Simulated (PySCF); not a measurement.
# Deuteron quadrupole couplings in `Cc1oc(F)cp1`

Compound: C₄H₄FOP.
Z-matrix (Å and degrees, GFN2-xTB geometry), rows numbered from 1:
```
C 
C   1  1.4882
O   2  1.3530  1  116.29
C   3  1.3272  2  110.18  1   179.74
F   4  1.3310  3  114.62  2  -180.00
C   4  1.3486  3  117.74  2    -0.10
P   2  1.7168  1  128.74  3   179.64
H   1  1.0900  2  110.49  3   -60.24
H   1  1.0899  2  110.65  3    59.01
H   1  1.0859  2  109.45  3   179.48
H   6  1.0721  4  124.44  3  -179.78
```

Level: PBE0/pcSseg-1 (PySCF, non-relativistic); Q(2H) = 0.00286 b; rigid geometry, the same for H and D, with no vibrational averaging.

Task: Give the electric field gradient Vzz (the principal value of largest size), its asymmetry and the 2H coupling at each hydrogen.

Result: 
| atom | bonded to | bond length (Å) | Vzz (au) | η | χzz (kHz) |
| --- | --- | --- | --- | --- | --- |
| H8 | C1 | 1.090 | 0.3083 | 0.03 | 207 |
| H9 | C1 | 1.090 | 0.3084 | 0.03 | 207 |
| H10 | C1 | 1.086 | 0.3135 | 0.05 | 211 |
| H11 | C6 | 1.072 | 0.3492 | 0.07 | 235 |

Task: A static deuteron (I = 1) shows a doublet split by (3/2)χ, (3/4)χ(1 + η) and (3/4)χ(1 − η) with the field along z, y and x of the gradient. What are these for H9?

Result: With |χ| = 207.2 kHz and η = 0.028: 311, 160 and 151 kHz, to first order and without motion.

Geometry: GFN2-xTB; no solvent, vibrations or thermal averaging. GFN2-xTB bond lengths can be off by several hundredths of an ångström, more for odd bonds, and the gradients follow them. With so small a basis the couplings can be 20 % off.
